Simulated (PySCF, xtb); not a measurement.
C₄H₇NO, SMILES C/N=C(\C)C=O.

GFN2-xTB (xtb 6.7.1) at its own geometry gives an orbital gap of 2.05 eV and a dipole moment of 3.35 D.

Geometry optimised at ωB97X-D3(BJ)/def2-SVP. The structure was generated by enumeration; whether it is a known compound was not checked. Other conformers were not sampled.

### Question
What does PBE/def2-TZVP (PySCF) give? (Estimate from the structure and the level; the computed values follow.)

### Answer
gap 2.80 eV (levels -5.85 and -3.05 eV), dipole 3.02 D.
